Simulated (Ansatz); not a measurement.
Basis sets compared for the cluster W5⁺. The state is a doublet with charge 1. Geometry PBE0-D4/def2-SVP. Ansatz on 4 threads of Arm Neoverse V1 on a shared host; times are rough, and most runs start from earlier orbitals.

```xyz
5

W    -0.939   -1.078    0.522
W     0.708   -1.072   -1.317
W    -0.152    1.088   -1.214
W    -0.744    1.335    1.024
W     1.127   -0.273    0.985
```

In the def2 sets W takes a core potential; there is no spin–orbit coupling. The structure comes from a short search, and lower isomers may exist.

```
           level  functions  energy (Eh)  HOMO (eV)  LUMO (eV)  wall time
 PBE-D4/def2-SVP        160    -335.3658      -7.55      -7.17       11 s
PBE0-D4/def2-SVP        160    -335.0088      -8.17      -6.39       21 s
```

**Question.** Estimate the rows for PBE-D4/def2-TZVP (with forces), PBE0-D4/def2-TZVP.

**Answer.** 
```json
{"level": "PBE-D4/def2-TZVP (with forces)", "functions": "200", "energy (Eh)": "-335.4281", "HOMO (eV)": "-7.48", "LUMO (eV)": "-7.15", "wall time": "14 s"}
{"level": "PBE0-D4/def2-TZVP", "functions": "200", "energy (Eh)": "-335.0801", "HOMO (eV)": "-8.07", "LUMO (eV)": "-6.41", "wall time": "47 s"}
```
